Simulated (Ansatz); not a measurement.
C2H6FGaO, SMILES `C[CH2][Ga]([OH])[F]`, 11 atoms. Total charge 0; spin multiplicity 1. Correlated methods include outer-core shells of Ga, which these sets cover unevenly. Scalar relativity is left out up to krypton. All runs use 4 threads of an Arm Neoverse V1 on a shared host. Correlated methods freeze the cores.

(1) Give the basis size and wall time and peak host memory of each of these runs in Ansatz. RKS PBE0-D4/def2-SVP energy; direct RPA on PBE orbitals/def2-TZVPP energy; RKS LC-ωPBE/def2-TZVPP energy; RHF-CCSD(T)/def2-TZVPP energy; RKS PBE0-D4/def2-TZVP frequencies; RKS PBE0-D4/def2-QZVPP energy; RKS B3LYP-D4/def2-TZVPP energy and forces; RHF-CCSD(T)/def2-SVP energy; RKS revPBE-D4/def2-TZVPP energy; RHF-MP2/def2-QZVPP energy; RKS ωB97M-V/def2-SVP energy; RKS PBE0-D4/def2-TZVP relaxation (43 steps). (Estimate.)

Answers

(1) The calculation gave: Other jobs shared the machine, so times are rough.

```csv
level,job,functions,wall time,peak host memory (GiB)
RKS PBE0-D4/def2-SVP,energy,118,1.4 s,0.26
RKS revPBE-D4/def2-TZVPP,energy,256,2.4 s,0.33
RKS LC-ωPBE/def2-TZVPP,energy,256,3.3 s,0.48
RKS ωB97M-V/def2-SVP,energy,118,6 s,0.39
RKS B3LYP-D4/def2-TZVPP,energy and forces,256,6 s,0.75
direct RPA on PBE orbitals/def2-TZVPP,energy,256,6.5 s,0.68
RKS PBE0-D4/def2-QZVPP,energy,497,9.5 s,1.9
RHF-CCSD(T)/def2-SVP,energy,118,13 s,0.69
RHF-MP2/def2-QZVPP,energy,497,31 s,3.2
RKS PBE0-D4/def2-TZVP,frequencies,208,2.9 min,0.59
RKS PBE0-D4/def2-TZVP,relaxation (43 steps),208,3 min,0.6
RHF-CCSD(T)/def2-TZVPP,energy,256,5.4 min,6.2
```

B3LYP here is the variant with VWN-RPA as its local correlation; programs differ in this. LC-ωPBE has ω = 0.4 bohr⁻¹.
